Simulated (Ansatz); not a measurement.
PbS2⁺, relaxed as a doublet with UKS r2SCAN-D4/def2-TZVP in Ansatz, starting from the GFN1-xTB geometry. Force threshold 0.02 eV/Å.

In the def2 sets Pb takes a core potential; there is no spin–orbit coupling. Another isomer (doublet) lies 3.07 eV lower at PBE0-D4/def2-TZVP; other spin states weren't run for this one.

Start:

```xyz
3

Pb   -0.003   -0.004    0.001
S    -1.565    1.633    0.709
S     1.568   -1.629   -0.710
```

```
step  energy (eV)  largest force component (eV/Å)  SCF passes
   1  -26911.9835                           1.141          23
   2  -26912.1056                           0.456          30
   3  -26912.1199                           0.019          26
```

Force components are those of the run's own axes.

End:

Cartesian coordinates in Å:
```
Pb -0.001 -0.001 0.000
S -1.502 1.566 0.681
S 1.504 -1.565 -0.681
```

By distances, no bond broke or formed. The bond that changes most is Pb1–S2, from 2.37 to 2.27 Å (atoms count from 1).

No frequencies were taken in this run, so the end may be a saddle point.

Run time 5.5 s (4 threads of Intel Xeon Platinum 8259CL on a shared host).
